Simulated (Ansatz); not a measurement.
Total energies of CH3ClSn (`[CH3][Sn][Cl]`).

```xyz
6

C     0.486   -0.407   -0.286
Sn   -0.761    1.347   -0.611
Cl   -1.808    1.195    1.523
H    -0.152   -1.265   -0.058
H     1.125   -0.233    0.585
H     1.110   -0.637   -1.152
```

The species carries charge 0 and has multiplicity 1. Correlated methods include outer-core shells of Sn, which these sets cover unevenly. Sn takes the def2 core potential. The structure was optimised at the PBE0-D4/def2-TZVP level. Basis def2-TZVPP, Ansatz.

RPA on PBE orbitals: Hartree–Fock energy of these orbitals -712.50397 Eh, correlation -1.04352 Eh (frozen core).

| functional | energy without D4 (Eh) | D4 term (kJ/mol) |
| --- | --- | --- |
| PBE | -714.24385 | -12.9 |
| revPBE | -714.44357 | -34.1 |
| PBE0 | -714.29424 | -10.9 |
| r2SCANh | -714.49979 | -3.1 |
| HSE06 (plane-wave form) | -714.28253 | -10.3 |
| BHLYP | -714.39496 | -19.1 |
| LC-ωPBE | -714.36499 | – |
| ωB97X-V | -714.38826 | – |
| ωB97M-V | -714.39415 | – |
| B2PLYP | -714.11461 | – |

Problem. Give the same for LDA (SPW92), BLYP, r2SCAN, B97M-V, B3LYP, r2SCAN0, CAM-B3LYP, PBE-QIDH. (Best estimate.)

Solution. Computed: 
```tsv
functional	energy without D4 (Eh)	D4 term (kJ/mol)
LDA (SPW92)	-712.28029	–
BLYP	-714.41768	-28.0
r2SCAN	-714.51469	-2.8
B97M-V	-714.37118	–
B3LYP	-714.58575	-21.3
r2SCAN0	-714.47833	-3.4
CAM-B3LYP	-714.46329	-11.3
PBE-QIDH	-714.00567	–
```

B3LYP takes the VWN-RPA correlation (the form of Gaussian; ORCA's B3LYP/G). HSE06 is the plane-wave form, built on full-range PBE exchange. The double hybrids freeze the cores in their second-order part.

LC-ωPBE has ω = 0.4 bohr⁻¹.
